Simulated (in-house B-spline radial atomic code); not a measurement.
# Neutral dysprosium: [Xe] 4f10 6s2

Computed with an all-electron radial atomic-structure program (B-spline basis): Dirac-Kohn-Sham LDA VWN5, spherical fractional occupations, Fermi nucleus of rms radius 5.2218 fm.

Z_r = [3n² - l(l+1)]/(2<r>); Z_e = n√(-2ε); the last column is Slater's effective charge. Values are occupation-weighted means over j. An effective charge above Z reflects the relativistic contraction of the inner shells.

```tsv
shell	electrons	ε (eV)	<r> (bohr)	Z_r	Z_e	Slater
1s	2	-53541	0.02113	70.98	62.73	65.70
2s	2	-8912.7	0.08928	67.20	51.19	61.85
2p	6	-7947.8	0.0791	63.21	48.34	61.85
3s	2	-1983.3	0.2344	57.60	36.22	54.75
3p	6	-1683.6	0.2329	53.68	33.37	54.75
3d	10	-1279.9	0.2122	49.48	29.10	44.85
4s	2	-391.7	0.5302	45.27	21.46	38.25
4p	6	-292.25	0.5611	40.99	18.54	38.25
4d	10	-152.6	0.6103	34.41	13.40	26.85
5s	2	-48.977	1.301	28.81	9.49	11.75
5p	6	-25.688	1.547	23.59	6.87	11.75
6s	2	-3.8949	4.058	13.31	3.21	2.85
4f	10	-3.3181	0.8825	20.40	1.98	16.85
```

The least bound orbital is 4f7/2 at -2.941 eV, while the most diffuse is 6s1/2 (<r> = 4.058 bohr against 0.8924 bohr): energy order and size order differ.

Spin-orbit splittings of the orbital energies (j = l + 1/2 above j = l - 1/2 when positive): 2p 799.3 eV, 3p 165.9 eV, 3d 36.27 eV, 4p 37.27 eV, 4d 6.749 eV, 5p 4.734 eV, 4f 0.88 eV.

For the 1s electron the small component carries 6.06 % of the norm, the zero-frequency Breit interaction raises the level by 166.6 eV, self-energy by 100.6 eV, and vacuum polarisation lowers it by 16.88 eV.
